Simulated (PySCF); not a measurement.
GaH, SMILES [GaH] (connectivity only; charge and spin as stated), neutral, multiplicity 1. Atoms are numbered in the order given.

```xyz
2

Ga     0.0000     0.0000    -0.0528
H      0.0000     0.0000     1.6358
```

Geometry optimised at B3LYP-D3(BJ)/def2-TZVPD.

The numbers are results of PySCF with ωB97X/def2-TZVPD, not measurements.

Gas-phase values at a fixed geometry.

```json
{
 "total_energy": "-1925.45936 hartree",
 "point_group": "C∞v",
 "highest_occupied_level": "-8.14 eV",
 "lowest_empty_level": "0.13 eV",
 "orbital_gap": "8.28 eV",
 "dipole_moment": "0.44 D",
 "quadrupole, principal values (traceless, Buckingham form, about the centre of nuclear charge)": "-7.59, 3.79, 3.79 D·Å",
 "mean_static_polarisability": "41.4 bohr³ (6.14 Å³)",
 "polarisability_principal_values": "36.4, 36.4, 51.4 bohr³"
}
```
